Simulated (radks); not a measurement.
Task: Xe28+, 26 electrons, occupied as [Ar] 3d8. All-electron calculation, non-relativistic Kohn-Sham, TPSS, spin-polarised, spherical densities, point nucleus; open shells are filled with parallel spins first (spin-orbit coupling, left out, can overturn this in heavy ions); meta-GGA in the generalised Kohn-Sham scheme; relativity is left out, which matters for an element this heavy. Program: a radial shooting solver on a logarithmic mesh with Libxc functionals. Some entries of the table are withheld. Estimate them.

orbital  occ.  eigenvalue (hartree)  <r^2> (bohr^2)
1s down     1             -1250.212        0.001058
1s up       1             -1250.212        0.001058
2s up       1             -221.8896         0.01706
2s down     1             -221.6923         0.01704
2p up       3                   (1)         0.01279
2p down     3                   (2)         0.01277
3s up       1                   (3)          0.1088
3s down     1                   (4)          0.1091
3p up       3             -67.80425          0.1025
3p down     3             -67.55862          0.1029
3d up       5             -59.87990             (5)
3d down     3             -59.57571             (6)

Result: 
(1) 2p up eigenvalue (hartree): -211.1834
(2) 2p down eigenvalue (hartree): -211.0364
(3) 3s up eigenvalue (hartree): -72.23984
(4) 3s down eigenvalue (hartree): -72.01252
(5) 3d up <r^2> (bohr^2): 0.08250
(6) 3d down <r^2> (bohr^2): 0.08292
